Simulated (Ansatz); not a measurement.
Reaction (substitution at a C–C bond): `CC=C([SiH3])[SiH3]` + `OC(F)F` → `COC(F)F` + `C=C([SiH3])[SiH3]`

Program: Ansatz. Geometries: PBE0-D4/def2-TZVP. ΔE: electronic, gas phase. CBS: MP2 limit from def2 TZ/QZ plus the TZ coupled-cluster correction, frozen cores. Functionals use def2-TZVPP. B3LYP here is the variant with VWN-RPA as its local correlation; programs differ in this. One conformer a species, not always the lowest.

```tsv
level	ΔE (kcal/mol)	difference from CCSD(T)/CBS
PBE-D4	16.3	1.0
r2SCAN-D4	15.7	0.4
PBE0-D4	16.4	1.1
ωB97M-V	15.2	-0.1
B2PLYP	14.4	-0.9
r2SCAN	15.5	0.2
B3LYP	13.5	-1.8
CCSD/def2-TZVPP	14.5	-0.8
CCSD(T)/def2-TZVPP	14.8	-0.5
HF/def2-QZVPP	11.5	-3.8
CCSD(T)/CBS	15.3	0
```

Largest T1 diagnostic among the species: 0.012.

The D4 term adds +1.1 kcal/mol with B3LYP and +0.6 kcal/mol with PBE0; it sums over pairs of atoms, weighted by their polarisabilities, and B3LYP, whose exchange is more repulsive, gets the larger term. In def2-TZVPP, CCSD(T) changes the Hartree–Fock value by +3.2 kcal/mol (the triples alone add +0.4 kcal/mol) and MP2 by +4.8 kcal/mol.
